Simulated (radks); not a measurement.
Species: I I. Configuration: [Kr] 4d10 5s1.5 5p5 4f0.5 (fractional occupations, a model configuration). All-electron calculation, Dirac Kohn-Sham, LDA (Slater exchange, VWN5 correlation), spin-unpolarised, spherical densities, finite nucleus; open shells are shared between the two j in proportion to 2j + 1; Fermi nuclear charge, rms radius 4.75 fm. Program: a radial shooting solver on a logarithmic mesh with Libxc functionals.

Normalised radial functions P(r) = r R(r) (large component), r in bohr:

```
   r/bohr * 5p1/2 (the largest magnitude, 0.74, reaches the edge; | marks zero)
  0.00574                             *
 0.008228                             |*
  0.01179                             |*
   0.0169                             | *
  0.02423                             |  *
  0.03473                             |    *
  0.04978                             |     *
  0.07135                             |    *
   0.1023                             | *
   0.1466                         *   |
   0.2101                     *       |
   0.3011                        *    |
   0.4316                             |      *
   0.6186                             |            *
   0.8867                             |  *
    1.271            *                |
    1.822  *                          |
    2.611      *                      |
    3.743                  *          |
    5.364                          *  |
    7.689                             *
    11.02                             *
     15.8                             *
    22.64                             *
    32.45                             *
    46.52                             *
    66.67                             *
```

5p1/2: eigenvalue -11.781 eV, 3 radial nodes at r = 0.116, 0.353, 0.935 bohr, <r> = 2.30 bohr, 90 % of the charge inside 3.43 bohr.
